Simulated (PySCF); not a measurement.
HClO, charge +1, doublet (typed; the unrestricted solution is spin-contaminated), geometry from GFN2-xTB (a state made from the parent by changing its charge; the spin is typed, not shown lowest), with bond 3-1 at 1.3 times its length; CAMB3LYP/def2-SVP run with PySCF.

Here is a job for PySCF.
```python
from pyscf import gto, scf, dft

mol = gto.M(
    atom='''
O    -0.043832    1.021486    0.014691
H    -0.966721    1.402032    0.005034
Cl    0.113890   -1.038569   -0.013779
''',
    basis='def2-svp',
    charge=1,
    spin=1,
    verbose=4,
)

mf = dft.UKS(mol)
mf.xc = 'camb3lyp'
mf.diis = False
mf.damp = 0.6
mf.diis_start_cycle = 200
mf.max_cycle = 150
mf.kernel()
```

What the program printed (banner, timings and long lists left out):

```
PySCF version 2.14.0

[INPUT] verbose = 4
[INPUT] num. atoms = 3
[INPUT] num. electrons = 25
[INPUT] charge = 1
[INPUT] spin (= nelec alpha-beta = 2S) = 1
[INPUT] symmetry False subgroup None
[INPUT] Mole.unit = angstrom
[INPUT] Symbol           X                Y                Z      unit          X                Y                Z       unit  Magmom
[...]
nuclear repulsion = 42.4406611774438
number of shells = 17
number of NR pGTOs = 67
number of NR cGTOs = 37
basis = def2-svp
ecp = {}

******** <class 'pyscf.dft.uks.UKS'> ********
method = UKS
initial guess = minao
damping factor = 0.6
level_shift factor = 0
DIIS disabled
SCF conv_tol = 1e-09
SCF conv_tol_grad = None
SCF max_cycles = 150
direct_scf = True
direct_scf_tol = 1e-13
number electrons alpha = 13  beta = 12
XC library pyscf.dft.libxc version 7.1.2
    S. Lehtola, C. Steigemann, M. J. T. Oliveira, and M. A. L. Marques,  SoftwareX 7, 1–5 (2018)
XC functionals = camb3lyp
    T. Yanai, D. P. Tew, and N. C. Handy,  Chem. Phys. Lett. 393, 51 (2004)
radial grids:
    Treutler-Ahlrichs [JCP 102, 346 (1995); DOI:10.1063/1.469408] (M4) radial grids

becke partition: Becke, JCP 88, 2547 (1988); DOI:10.1063/1.454033
pruning grids: <function nwchem_prune>
grids dens level: 3
symmetrized grids: False
atomic radii adjust function: <function treutler_atomic_radii_adjust>
small_rho_cutoff = 0
Set gradient conv threshold to 3.16228e-05
tot grids = 42776
init E= -535.453417761242

cycle= 1 E= -535.212260066005  delta_E= 0.241  |g|= 0.273  |ddm|= 1.26
cycle= 2 E= -535.227383999667  delta_E= -0.0151  |g|= 0.222  |ddm|=  0.3
cycle= 3 E= -535.233353502116  delta_E= -0.00597  |g|= 0.194  |ddm|= 0.254
cycle= 4 E= -535.239403791673  delta_E= -0.00605  |g|= 0.163  |ddm|= 0.237
cycle= 5 E= -535.244582372322  delta_E= -0.00518  |g|= 0.124  |ddm|= 0.183
cycle= 6 E= -535.248127352512  delta_E= -0.00354  |g|= 0.0947  |ddm|= 0.145
cycle= 7 E= -535.250263500194  delta_E= -0.00214  |g|= 0.064  |ddm|= 0.101
cycle= 8 E= -535.251481244546  delta_E= -0.00122  |g|= 0.0486  |ddm|= 0.0753
cycle= 9 E= -535.252182819884  delta_E= -0.000702  |g|= 0.0299  |ddm|= 0.0491
cycle= 10 E= -535.252618191469  delta_E= -0.000435  |g|= 0.0248  |ddm|= 0.0378
cycle= 11 E= -535.252926221861  delta_E= -0.000308  |g|= 0.0143  |ddm|= 0.0241
cycle= 12 E= -535.253176372111  delta_E= -0.00025  |g|= 0.0144  |ddm|= 0.0211
cycle= 13 E= -535.253402513146  delta_E= -0.000226  |g|= 0.00947  |ddm|= 0.0151
cycle= 14 E= -535.253619763317  delta_E= -0.000217  |g|= 0.0108  |ddm|= 0.0155
cycle= 15 E= -535.253834726106  delta_E= -0.000215  |g|= 0.00899  |ddm|= 0.0134
cycle= 16 E= -535.254049695652  delta_E= -0.000215  |g|= 0.00981  |ddm|= 0.014
cycle= 17 E= -535.254265176277  delta_E= -0.000215  |g|= 0.00918  |ddm|= 0.0134
cycle= 18 E= -535.254480712735  delta_E= -0.000216  |g|= 0.00952  |ddm|= 0.0137
cycle= 19 E= -535.254695495482  delta_E= -0.000215  |g|= 0.00928  |ddm|= 0.0134
cycle= 20 E= -535.254908493898  delta_E= -0.000213  |g|= 0.00935  |ddm|= 0.0135
cycle= 21 E= -535.255118623859  delta_E= -0.00021  |g|= 0.00922  |ddm|= 0.0133
cycle= 22 E= -535.255324774665  delta_E= -0.000206  |g|= 0.00916  |ddm|= 0.0132
cycle= 23 E= -535.255525874525  delta_E= -0.000201  |g|= 0.00902  |ddm|= 0.013
cycle= 24 E= -535.255720910577  delta_E= -0.000195  |g|= 0.00889  |ddm|= 0.0128
cycle= 25 E= -535.25590896458  delta_E= -0.000188  |g|= 0.00872  |ddm|= 0.0126
cycle= 26 E= -535.256089231205  delta_E= -0.00018  |g|= 0.00854  |ddm|= 0.0123
cycle= 27 E= -535.256261038043  delta_E= -0.000172  |g|= 0.00833  |ddm|= 0.012
cycle= 28 E= -535.256423856222  delta_E= -0.000163  |g|= 0.00811  |ddm|= 0.0117
cycle= 29 E= -535.256577307152  delta_E= -0.000153  |g|= 0.00787  |ddm|= 0.0114
cycle= 30 E= -535.256721162563  delta_E= -0.000144  |g|= 0.00762  |ddm|= 0.011
cycle= 31 E= -535.256855339698  delta_E= -0.000134  |g|= 0.00735  |ddm|= 0.0106
cycle= 32 E= -535.256979891712  delta_E= -0.000125  |g|= 0.00708  |ddm|= 0.0103
[...]
cycle= 104 E= -535.258876583191  delta_E= -1.01e-05  |g|= 0.00193  |ddm|= 0.00347
cycle= 105 E= -535.258886402184  delta_E= -9.82e-06  |g|= 0.0019  |ddm|= 0.00342
cycle= 106 E= -535.258895924946  delta_E= -9.52e-06  |g|= 0.00187  |ddm|= 0.00337
cycle= 107 E= -535.258905152256  delta_E= -9.23e-06  |g|= 0.00184  |ddm|= 0.00331
cycle= 108 E= -535.258914085493  delta_E= -8.93e-06  |g|= 0.00181  |ddm|= 0.00326
cycle= 109 E= -535.258922726597  delta_E= -8.64e-06  |g|= 0.00178  |ddm|= 0.00321
cycle= 110 E= -535.258931078045  delta_E= -8.35e-06  |g|= 0.00175  |ddm|= 0.00315
cycle= 111 E= -535.258939142823  delta_E= -8.06e-06  |g|= 0.00172  |ddm|= 0.0031
cycle= 112 E= -535.258946924378  delta_E= -7.78e-06  |g|= 0.00169  |ddm|= 0.00304
cycle= 113 E= -535.258954426599  delta_E= -7.5e-06  |g|= 0.00166  |ddm|= 0.00298
cycle= 114 E= -535.258961653779  delta_E= -7.23e-06  |g|= 0.00163  |ddm|= 0.00293
cycle= 115 E= -535.258968610568  delta_E= -6.96e-06  |g|= 0.0016  |ddm|= 0.00287
cycle= 116 E= -535.258975301958  delta_E= -6.69e-06  |g|= 0.00156  |ddm|= 0.00282
cycle= 117 E= -535.258981733238  delta_E= -6.43e-06  |g|= 0.00153  |ddm|= 0.00276
cycle= 118 E= -535.258987909958  delta_E= -6.18e-06  |g|= 0.0015  |ddm|= 0.0027
cycle= 119 E= -535.258993837904  delta_E= -5.93e-06  |g|= 0.00147  |ddm|= 0.00265
cycle= 120 E= -535.258999523064  delta_E= -5.69e-06  |g|= 0.00144  |ddm|= 0.00259
cycle= 121 E= -535.25900497159  delta_E= -5.45e-06  |g|= 0.00141  |ddm|= 0.00254
cycle= 122 E= -535.259010189778  delta_E= -5.22e-06  |g|= 0.00138  |ddm|= 0.00248
cycle= 123 E= -535.259015184036  delta_E= -4.99e-06  |g|= 0.00135  |ddm|= 0.00243
cycle= 124 E= -535.259019960856  delta_E= -4.78e-06  |g|= 0.00132  |ddm|= 0.00237
cycle= 125 E= -535.259024526786  delta_E= -4.57e-06  |g|= 0.00129  |ddm|= 0.00232
cycle= 126 E= -535.259028888415  delta_E= -4.36e-06  |g|= 0.00126  |ddm|= 0.00227
cycle= 127 E= -535.259033052339  delta_E= -4.16e-06  |g|= 0.00123  |ddm|= 0.00221
cycle= 128 E= -535.259037025149  delta_E= -3.97e-06  |g|= 0.0012  |ddm|= 0.00216
cycle= 129 E= -535.259040813407  delta_E= -3.79e-06  |g|= 0.00118  |ddm|= 0.00211
cycle= 130 E= -535.259044423628  delta_E= -3.61e-06  |g|= 0.00115  |ddm|= 0.00206
cycle= 131 E= -535.259047862265  delta_E= -3.44e-06  |g|= 0.00112  |ddm|= 0.00201
cycle= 132 E= -535.259051135698  delta_E= -3.27e-06  |g|= 0.00109  |ddm|= 0.00196
cycle= 133 E= -535.25905425021  delta_E= -3.11e-06  |g|= 0.00107  |ddm|= 0.00191
cycle= 134 E= -535.259057211986  delta_E= -2.96e-06  |g|= 0.00104  |ddm|= 0.00186
cycle= 135 E= -535.259060027093  delta_E= -2.82e-06  |g|= 0.00101  |ddm|= 0.00182
cycle= 136 E= -535.259062701482  delta_E= -2.67e-06  |g|= 0.000987  |ddm|= 0.00177
cycle= 137 E= -535.259065240965  delta_E= -2.54e-06  |g|= 0.000962  |ddm|= 0.00173
cycle= 138 E= -535.259067651221  delta_E= -2.41e-06  |g|= 0.000937  |ddm|= 0.00168
cycle= 139 E= -535.259069937784  delta_E= -2.29e-06  |g|= 0.000913  |ddm|= 0.00164
cycle= 140 E= -535.259072106041  delta_E= -2.17e-06  |g|= 0.000889  |ddm|= 0.00159
cycle= 141 E= -535.25907416122  delta_E= -2.06e-06  |g|= 0.000865  |ddm|= 0.00155
cycle= 142 E= -535.2590761084  delta_E= -1.95e-06  |g|= 0.000842  |ddm|= 0.00151
cycle= 143 E= -535.259077952499  delta_E= -1.84e-06  |g|= 0.000819  |ddm|= 0.00147
cycle= 144 E= -535.259079698279  delta_E= -1.75e-06  |g|= 0.000797  |ddm|= 0.00143
cycle= 145 E= -535.259081350338  delta_E= -1.65e-06  |g|= 0.000775  |ddm|= 0.00139
cycle= 146 E= -535.259082913118  delta_E= -1.56e-06  |g|= 0.000754  |ddm|= 0.00135
cycle= 147 E= -535.259084390897  delta_E= -1.48e-06  |g|= 0.000733  |ddm|= 0.00131
cycle= 148 E= -535.259085787799  delta_E= -1.4e-06  |g|= 0.000713  |ddm|= 0.00128
cycle= 149 E= -535.259087107791  delta_E= -1.32e-06  |g|= 0.000693  |ddm|= 0.00124
cycle= 150 E= -535.259088354685  delta_E= -1.25e-06  |g|= 0.000674  |ddm|= 0.00121
SCF not converged.
SCF energy = -535.259088354685 after 150 cycles  <S^2> = 1.0079573  2S+1 = 2.2431739
```

Convergence was not reached.
